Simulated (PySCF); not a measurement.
Si(Cl)2(F)(GeH3) (Cl2FGeH3Si), SMILES [Si](Cl)([GeH3])(F)Cl.

Geometry: B3LYP-D3(BJ)/def2-SVP. The structure was generated by enumeration, and PubChem lists no compound with its InChIKey, so it may never have been made.

Computed with TDA-PBE/def2-SVPD run with PySCF.

Vertical excitations. Gas-phase values at a fixed geometry. State labels are in the subgroup Cs.

| state | symmetry | energy (eV) | λ (nm) | f | main pairs |
|---|---|---|---|---|---|
| S1 | A' | 6.55 | 189 | 0.205 | HOMO→LUMO 87 % |
| S2 | A' | 6.67 | 186 | 0.037 | HOMO→LUMO+1 92 % |
| S3 | A" | 6.77 | 183 | 0.000 | HOMO−1→LUMO 82 %, HOMO→LUMO+2 15 % |
| S4 | A" | 6.88 | 180 | 0.016 | HOMO−2→LUMO 50 %, HOMO→LUMO+2 33 %, HOMO−1→LUMO 9 % |
| S5 | A" | 6.94 | 179 | 0.003 | HOMO−1→LUMO+1 93 % |
| S6 | A" | 7.01 | 177 | 0.036 | HOMO−2→LUMO 46 %, HOMO→LUMO+2 29 %, HOMO−2→LUMO+1 15 % |
| S7 | A' | 7.11 | 174 | 0.018 | HOMO−1→LUMO+2 80 % |
| S8 | A' | 7.23 | 172 | 0.001 | HOMO→LUMO+3 74 %, HOMO−3→LUMO 18 % |
| S9 | A' | 7.27 | 171 | 0.020 | HOMO−3→LUMO 51 %, HOMO→LUMO+3 21 %, HOMO−2→LUMO+2 12 %, HOMO−1→LUMO+2 9 % |
| S10 | A" | 7.29 | 170 | 0.032 | HOMO−2→LUMO+1 74 % |
| T1 | A' | 5.78 | 215 | 0 | HOMO→LUMO 95 % |
| T2 | A" | 6.10 | 203 | 0 | HOMO→LUMO+2 98 % |
| T3 | A' | 6.10 | 203 | 0 | HOMO→LUMO+1 94 % |
| T4 | A" | 6.43 | 193 | 0 | HOMO−1→LUMO 99 % |
Triplets are in the Tamm–Dancoff approximation.
